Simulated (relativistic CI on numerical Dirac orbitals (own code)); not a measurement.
# Pd3+ (4d7) in a crystal field

Calculated by Dirac-Coulomb-Breit CI, KLI orbitals optimised for each configuration, a model potential for QED, one configuration in a parametric crystal field, unscaled Slater integrals (own radial code). With so little scaling, terms lie 10 to 35 % too far apart, which can change the order of excited levels.

Field parameters in Wybourne normalisation: D3d B²₀ = −7Dσ, B⁴₀ = −14Dq − 21Dτ, B⁴₃ = −14√(10/7) Dq; D4h B²₀ = −7Ds, B⁴₀ = 21(Dq − Dt), B⁴₄ = 21√(5/14) Dq; Oh B⁴₀ = 21Dq, B⁴₄ = √(5/14) B⁴₀. The field is a parameter set, without covalency.

S and J are read from ⟨S²⟩ = S(S + 1) and ⟨J²⟩ = J(J + 1) of each level; they are not fictitious spins.

D3d, 10Dq = 31200, Dσ = -380, Dτ = 240 cm⁻¹, the lowest 10 levels:

```tsv
E (cm⁻¹)	Degeneracy	Irrep	S	J
0.0	2	Γ4	0.54	3.96
128	2	Γ5+Γ6	0.54	3.98
11215	2	Γ4	1.50	4.14
12018	2	Γ4	1.49	3.79
12492	2	Γ5+Γ6	1.49	3.69
13933	2	Γ4	1.49	2.93
14524	2	Γ5+Γ6	1.48	3.11
14564	2	Γ4	1.49	3.01
28806	2	Γ5+Γ6	0.52	4.49
29012	2	Γ4	0.53	4.42
```

Principal g values of the ground doublet: 0.19, 0.19, 2.05.

Oh, 10Dq = 9650 cm⁻¹, the lowest 16 levels:

```tsv
E (cm⁻¹)	Degeneracy	Irrep	S	J
0.0	2	Γ6	1.49	4.35
896	4	Γ8	1.49	4.06
2332	4	Γ8	1.47	3.46
3201	2	Γ7	1.50	2.98
10036	4	Γ8	1.43	3.57
10174	2	Γ6	1.49	3.62
10554	4	Γ8	1.48	3.13
11157	2	Γ7	1.48	3.08
11801	4	Γ8	0.61	4.11
18499	4	Γ8	0.58	4.54
20176	4	Γ8	0.68	3.59
20218	2	Γ6	0.52	4.69
20288	4	Γ8	1.39	3.13
20588	2	Γ7	0.61	3.60
22082	4	Γ8	1.03	2.57
23497	2	Γ7	1.43	2.60
```

Principal g values of the ground doublet: 4.65, 4.65, 4.65.

D4h, 10Dq = 37400, Ds = -250, Dt = 860 cm⁻¹, the lowest 16 levels:

| E (cm⁻¹) | Degeneracy | Irrep | S | J |
| --- | --- | --- | --- | --- |
| 0.0 | 2 | Γ6 | 0.53 | 3.97 |
| 3116 | 2 | Γ7 | 0.56 | 3.97 |
| 12023 | 2 | Γ6 | 1.49 | 4.00 |
| 12621 | 2 | Γ6 | 1.50 | 3.70 |
| 13357 | 2 | Γ7 | 1.49 | 3.44 |
| 14426 | 2 | Γ7 | 1.47 | 3.06 |
| 18165 | 2 | Γ7 | 1.49 | 3.28 |
| 18452 | 2 | Γ6 | 1.49 | 3.28 |
| 28052 | 2 | Γ7 | 0.52 | 4.22 |
| 28827 | 2 | Γ6 | 0.54 | 3.83 |
| 30030 | 2 | Γ6 | 0.52 | 4.70 |
| 30344 | 2 | Γ7 | 0.52 | 4.19 |
| 34864 | 2 | Γ6 | 0.51 | 4.64 |
| 36062 | 2 | Γ7 | 0.52 | 3.03 |
| 36656 | 2 | Γ6 | 0.52 | 2.78 |
| 37836 | 2 | Γ7 | 0.56 | 3.61 |

Principal g values of the ground doublet: 2.03, 2.32, 2.32.

The free-ion ground term has S = 3/2. The field overcomes the spin-pairing energy for D3d, 10Dq = 31200, Dσ = -380, Dτ = 240 cm⁻¹; D4h, 10Dq = 37400, Ds = -250, Dt = 860 cm⁻¹, where the ground state has lower spin; these fields are assumed values.

Levels of this model without a field, named by their leading LS term: 4F_9/2 0, 4F_7/2 2695, 4F_5/2 4417, 4F_3/2 5507, 4P_3/2 16574, 4P_5/2 16678, 2G_9/2 17298, 4P_1/2 18438 cm⁻¹.
